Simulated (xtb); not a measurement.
C4H10B (SMILES CC[B]CC), doublet, at a GFN2-xTB geometry, atoms displaced at random by about 0.1 Å a coordinate; GFN2-xTB with ALPB(benzene) (xtb).

Input for xtb:
```
$ xtb mol.xyz --gfn 2 --uhf 1 --opt --alpb benzene --json

# file mol.xyz
15

C      2.50773872    -0.09262052     0.06420981
C      1.05727654     0.06094541    -0.52547095
B      0.23891384    -0.07164146     0.86910648
C     -1.50820110     0.13445986     0.83049738
C     -2.23376749    -0.00360635    -0.60657685
H      2.74559390     0.61996500     0.58812174
H      2.81496685    -1.04150573     0.57738234
H      3.19981256    -0.09666237    -0.86128747
H      1.01134862     0.77904916    -0.90313146
H      0.89382315    -0.72057518    -1.12334250
H     -1.89055517     0.81433981     1.22145295
H     -1.82531581    -0.82250724     1.31667436
H     -1.75789795    -0.77041744    -1.09068522
H     -1.86631996     0.89576320    -1.01743524
H     -3.25335466    -0.00951944    -0.62176606
```

### Question
Write the output that xtb gives for this input, abridged.

### Answer

```
   ID    Z sym.   atoms
    1    6 C      1, 2, 4, 5
    2    5 B      3
    3    1 H      6-15

           -------------------------------------------------
          |                Calculation Setup                |
           -------------------------------------------------

           -------------------------------------------------
          |                 G F N 2 - x T B                 |
           -------------------------------------------------

      * Solvation model:               ALPB
        Solvent                        benzene
        Parameter file                 internal GFN2-xTB/ALPB
        Dielectric constant                7.0000E+00
        Reference state                gsolv [1 M gas/solution]
        Free energy shift                  4.6744E-03 Eh       2.9333E+00 kcal/mol
        Temperature                        2.9815E+02 K
        Density                            8.6700E-01 kg/L
        Solvent mass                       7.8110E+01 g/mol
        Interaction kernel             P16
        Born radius scaling (c1)           1.6914E+00
        Born radii integrator          GBOBC
        Born offset                        0.0000E+00 a0       0.0000E+00 AA
        H-bond correction              false
        Ion screening                  false
        Surface tension                    1.0000E-05 Eh       1.5569E+01 dyn/cm
        Grid points                               230 per atom

          ...................................................
          :                      SETUP                      :
          :.................................................:
          :  # basis functions                  30          :
          :  # atomic orbitals                  30          :
          :  # shells                           20          :
          :  # electrons                        29          :
          :  max. iterations                   250          :
          :  Hamiltonian                  GFN2-xTB          :
          :  restarted?                      false          :
          :  GBSA solvation                   true          :
          :  PC potential                    false          :
          :  electronic temp.          300.0000000     K    :
          :  accuracy                    1.0000000          :
          :  -> integral cutoff          0.2500000E+02      :
          :  -> integral neglect         0.1000000E-07      :
          :  -> SCF convergence          0.1000000E-05 Eh   :
          :  -> wf. convergence          0.1000000E-03 e    :
          :  Broyden damping             0.4000000          :
          :  net charge                          0          :
          :  unpaired electrons                  1          :
          ...................................................

 iter      E             dE          RMSdq      gap      omega  full diag
   1    -14.9317196 -0.149317E+02  0.546E+00    1.10       0.0  T
   2    -15.0118099 -0.800903E-01  0.401E+00    0.95       1.0  T
   3    -15.0152491 -0.343924E-02  0.182E+00    1.17       1.0  T
   4    -15.0265551 -0.113060E-01  0.542E-01    1.37       1.0  T
   5    -15.0313218 -0.476674E-02  0.160E-01    1.34       1.0  T
   6    -15.0314905 -0.168680E-03  0.599E-02    1.34       1.0  T
   7    -15.0314921 -0.162886E-05  0.300E-02    1.34       1.0  T
   8    -15.0315058 -0.136308E-04  0.428E-03    1.34       6.0  T
   9    -15.0315058 -0.604377E-08  0.268E-03    1.34       9.6  T
  10    -15.0315059 -0.132639E-06  0.276E-04    1.34      93.7  T
  11    -15.0315059  0.836557E-10  0.181E-04    1.34     142.3  T

   *** convergence criteria satisfied after 11 iterations ***

         :::::::::::::::::::::::::::::::::::::::::::::::::::::
         ::                     SUMMARY                     ::
         :::::::::::::::::::::::::::::::::::::::::::::::::::::
         :: total energy             -14.576421503072 Eh    ::
         :: total w/o Gsasa/hb       -14.568909915348 Eh    ::
[...]
 * total energy  :   -14.5764215 Eh     change       -0.3855334E-09 Eh
 * total energy  :   -14.7586277 Eh     change       -0.1822062E+00 Eh
 * total energy  :   -14.7835294 Eh     change       -0.2490171E-01 Eh
 * total energy  :   -14.7873230 Eh     change       -0.3793629E-02 Eh
 * total energy  :   -14.7880449 Eh     change       -0.7218928E-03 Eh
 * total energy  :   -14.7882717 Eh     change       -0.2267307E-03 Eh
 * total energy  :   -14.7883439 Eh     change       -0.7228263E-04 Eh
 * total energy  :   -14.7883802 Eh     change       -0.3627124E-04 Eh
 * total energy  :   -14.7883970 Eh     change       -0.1683946E-04 Eh
 * total energy  :   -14.7884113 Eh     change       -0.1426824E-04 Eh
 * total energy  :   -14.7884197 Eh     change       -0.8395077E-05 Eh
 * total energy  :   -14.7884234 Eh     change       -0.3701988E-05 Eh
   *** GEOMETRY OPTIMIZATION CONVERGED AFTER 12 ITERATIONS ***
         :: total energy             -14.788423409782 Eh    ::
[...]
        23                          0.1942165               5.2849
        24                          0.2025809               5.5125
        25                          0.2271250               6.1804
        26                          0.2516485               6.8477
       ...                                ...                  ...
        30                          0.3693508              10.0505
      -------------------------------------------------------------
                  HL-Gap            0.0487864 Eh            1.3275 eV
             Fermi-level           -0.2865353 Eh           -7.7970 eV

     #   Z          covCN         q      C6AA      α(0)
     1   6 C        3.749    -0.103    22.527     6.769
     2   6 C        3.722    -0.131    23.127     6.868
     3   5 B        1.802     0.170    38.923    13.144
     4   6 C        3.722    -0.137    23.260     6.888
     5   6 C        3.748    -0.097    22.417     6.753
     6   1 H        0.925     0.028     2.612     2.527
     7   1 H        0.925     0.028     2.620     2.531
     8   1 H        0.925     0.022     2.704     2.572
     9   1 H        0.924     0.038     2.479     2.462
    10   1 H        0.924     0.036     2.504     2.475
    11   1 H        0.924     0.037     2.483     2.464
    12   1 H        0.924     0.037     2.488     2.467
    13   1 H        0.925     0.023     2.681     2.560
    14   1 H        0.925     0.024     2.678     2.559
    15   1 H        0.925     0.024     2.678     2.559

 Mol. C6AA /au·bohr⁶  :       1699.510938
 Mol. C8AA /au·bohr⁸  :      38734.797527
 Mol. α(0) /au        :         65.599429

Wiberg/Mayer (AO) data.
largest (>0.10) Wiberg bond orders for each atom

 ---------------------------------------------------------------------------
     #   Z sym  total        # sym  WBO       # sym  WBO       # sym  WBO
 ---------------------------------------------------------------------------
     1   6 C    3.997 --     2 C    1.009     7 H    0.990     6 H    0.990
                             8 H    0.989
     2   6 C    3.969 --     3 B    1.067     1 C    1.009    10 H    0.941
                             9 H    0.939
     3   5 B    2.360 --     2 C    1.067     4 C    1.064
     4   6 C    3.965 --     3 B    1.064     5 C    0.990    12 H    0.950
                            11 H    0.949
     5   6 C    3.996 --     4 C    0.990    14 H    0.990    13 H    0.989
                            15 H    0.987
     6   1 H    0.999 --     1 C    0.990
     7   1 H    0.999 --     1 C    0.990
     8   1 H    0.999 --     1 C    0.989
     9   1 H    0.998 --     2 C    0.939
    10   1 H    0.999 --     2 C    0.941
    11   1 H    0.999 --     4 C    0.949
    12   1 H    0.999 --     4 C    0.950
    13   1 H    0.999 --     5 C    0.989
    14   1 H    0.999 --     5 C    0.990
    15   1 H    0.999 --     5 C    0.987
 ---------------------------------------------------------------------------

Topologies differ in total number of bonds
Writing topology from bond orders to xtbtopo.mol

molecular dipole:
                 x           y           z       tot (Debye)
 q only:        0.014       0.008       0.219
   full:       -0.152       0.027      -0.159       0.562
molecular quadrupole (traceless):
                xx          xy          yy          xz          yz          zz
 q only:       -1.526       0.053       0.469       0.081      -0.021       1.056
  q+dip:       -0.288       0.135       0.681      -1.564       0.044      -0.394
   full:       -0.897       0.119       1.629      -1.035       0.068      -0.732

optimized geometry written to: xtbopt.xyz

           -------------------------------------------------
          | TOTAL ENERGY              -14.788423409782 Eh   |
          | GRADIENT NORM               0.000468116274 Eh/α |
          | HOMO-LUMO GAP               1.327545437064 eV   |
           -------------------------------------------------

normal termination of xtb
```
